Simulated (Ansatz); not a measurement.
C4H3F3, SMILES `F/C=C/C(F)=C\F`, relaxed with RKS PBE-D4/def2-SVP in the Gaussian-basis code of Ansatz from a rough embedded geometry. The force threshold is 0.03 eV/Å; the program also tests the step.

Total charge 0; spin multiplicity 1.

Start:

```xyz
10

F    -2.020    0.582    2.025
C    -1.551    0.000    0.966
C    -0.346    0.277    0.555
C     0.358   -0.287   -0.622
F    -0.433   -1.238   -1.298
C     1.530   -0.042   -1.015
F     2.364    0.844   -0.412
H    -2.220   -0.662    0.507
H     0.288    1.029    1.150
H     2.030   -0.503   -1.856
```

**Question.** By how much does the energy fall, and how many steps does the optimiser take? (Best estimate.)

**Answer.** The calculation gave: 14.45 kcal/mol, in 4 steps.

**Question.** Which bonds change most? (An estimate is asked.)

**Answer.** Computed: C4–C6 from 1.260 to 1.356 Å; C4–F5 from 1.410 to 1.354 Å; C2–H8 from 1.047 to 1.102 Å; C3–H9 from 1.149 to 1.100 Å.

**Question.** Give the relaxed structure. (An estimate is asked.)

**Answer.** The calculation gave: 
```xyz
10

F    -2.101    0.586    2.049
C    -1.551    0.009    0.974
C    -0.296    0.307    0.576
C     0.325   -0.297   -0.581
F    -0.417   -1.197   -1.269
C     1.577   -0.045   -1.036
F     2.373    0.834   -0.407
H    -2.219   -0.710    0.473
H     0.296    1.040    1.143
H     2.013   -0.527   -1.923
```
